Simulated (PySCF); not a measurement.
biphenyl (C12H10), SMILES c1cccc(c1)-c1ccccc1. Heavy atoms are numbered as in [cH:1]1[cH:2][cH:3][c:4](-[c:5]2[cH:6][cH:7][cH:8][cH:9][cH:10]2)[cH:11][cH:12]1. Hydrogens are named by the atom that carries them.

The structure is a stationary point at B3LYP-D3(BJ)/def2-SVP. One conformer was computed; it need not be the lowest.

Computed with B3LYP/pcSseg-1 in PySCF.

GIAO shieldings, no solvent; atoms alike by connectivity are averaged. δ = σ(ref) − σ: ¹³C against TMS (σ = 181.3 ppm); ¹H against TMS (σ = 31.68 ppm), references at their B3LYP-D3(BJ)/def2-TZVP geometries, non-relativistic.

Estimate the chemical shifts. (An estimate is asked for; the answer gives what the named calculation found.)


| nucleus | atoms | count | δ (ppm) |
|---|---|---|---|
| ¹³C | C4 | 2 | 151.8 |
| ¹³C | C2 (CH) | 4 | 137.5 |
| ¹³C | C3 (CH) | 4 | 136.2 |
| ¹³C | C1 (CH) | 2 | 136.0 |
| ¹H | H on C3 | 4 | 7.84 |
| ¹H | H on C2 | 4 | 7.75 |
| ¹H | H on C1 | 2 | 7.64 |
